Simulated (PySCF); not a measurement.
TDDFT excited states: C2H9NSi

Compound: SiH3(NHEt), C₂H₉NSi.
Bonds: Si1–N5, N5–C6, C6–C7. Hydrogens: H2, H3, H4 on Si1; H8 on N5; H9, H10 on C6; H11, H12, H13 on C7.

Computed with TDDFT wB97X-D/def2-SVPD, vertical, gas phase, core orbitals frozen in the response in PySCF. The structure is a single PBE0-D3(BJ)/def2-SVP conformer in the gas phase; no vibrational or solvent corrections.

```tsv
state	E (eV)	λ (nm)	ν̃ (cm⁻¹)	f	main configurations (H = HOMO, L = LUMO)
S1	6.10	203.2	49220	0.0062	H→L (88%)
S2	7.02	176.5	56640	0.0077	H→L+2 (66%), H→L+3 (23%)
S3	7.27	170.6	58600	0.031	H→L+1 (80%)
S4	7.62	162.6	61500	0.017	H→L+5 (76%), H→L+6 (8%)
S5	7.76	159.8	62560	0.052	H→L+4 (31%), H→L+3 (22%), H→L+6 (21%)
S6	7.97	155.5	64310	0.014	H→L+4 (56%), H→L+6 (19%), H→L+3 (13%)
S7	8.19	151.4	66060	0.0083	H→L+6 (45%), H→L+3 (31%), H→L+2 (10%)
S8	8.79	141.1	70890	0.025	H-1→L (40%), H-2→L (22%)
S9	8.90	139.4	71760	0.021	H-3→L (48%), H→L+8 (12%), H-3→L+1 (9%)
S10	9.03	137.4	72800	0.019	H→L+7 (61%), H-1→L (11%)
```

Triplets, Tamm–Dancoff:

| state | E (eV) | λ (nm) | main configurations (H = HOMO, L = LUMO) |
| --- | --- | --- | --- |
| T1 | 5.87 | 211.1 | H→L (78%), H→L+1 (11%) |
| T2 | 6.89 | 180.1 | H→L+2 (66%), H→L+3 (20%) |
| T3 | 7.06 | 175.6 | H→L+1 (68%), H→L (12%) |
| T4 | 7.44 | 166.6 | H→L+5 (84%) |

The lowest singlet lies at 6.10 eV (203 nm, ultraviolet) and is weak; its leading configuration is HOMO→LUMO (88%). The most intense listed level is S5 at 7.76 eV (160 nm, f = 0.052), 1.65 eV above S1. Löwdin shares by element: HOMO nitrogen 56%, carbon 15%, silicon 11% (atoms not listed hold the other 18%); LUMO silicon 32%, carbon 21%, hydrogen 9% or more (atoms not listed hold the other 38%). Weighted by f, the mean energy of these states is 7.99 eV. Of the 10 states listed, 7 reach f = 0.01 and none stays under 0.0005. Orbital energies (eV): HOMO-3 -11.49, HOMO-2 -11.46, HOMO-1 -11.31, HOMO -8.66, LUMO 2.03, LUMO+1 2.57, LUMO+2 2.88. The window holds the lowest 10 singlets.

The run took 42 s of wall time (grids of density and orbitals included) on AMD EPYC, one thread, shared host with 64 logical CPUs at a one-minute load of 48, and the process peaked at 0.73 GiB of memory.
